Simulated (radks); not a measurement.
Values are calculated unless marked as measured or tabulated.
Task: Species: the cobalt ion Co12+. Configuration: [Ne] 3s2 3p3 (the NIST ground configuration). Code: a radial shooting solver on a logarithmic mesh with Libxc functionals. Model: Dirac Kohn-Sham, PBE, spin-unpolarised, spherical densities, point nucleus; open shells fill j = l - 1/2 first. Some entries of the table are withheld. Estimate them.

orbital  occ.  eigenvalue (eV)  r(max) (bohr)  <1/r> (bohr^-1)
1s1/2       2              (1)        0.03678            27.03
2s1/2       2              (2)         0.2126              (3)
2p1/2       2        -1130.762            (4)            5.819
2p3/2       4        -1115.758            (5)            5.708
3s1/2       2        -395.0912         0.6225            2.134
3p1/2       2              (6)         0.6108            2.062
3p3/2       1              (7)         0.6160            2.038

Result: 
(1) 1s1/2 eigenvalue (eV): -7947.465
(2) 2s1/2 eigenvalue (eV): -1248.048
(3) 2s1/2 <1/r> (bohr^-1): 5.876
(4) 2p1/2 r(max) (bohr): 0.1698
(5) 2p3/2 r(max) (bohr): 0.1723
(6) 3p1/2 eigenvalue (eV): -358.2470
(7) 3p3/2 eigenvalue (eV): -355.4383
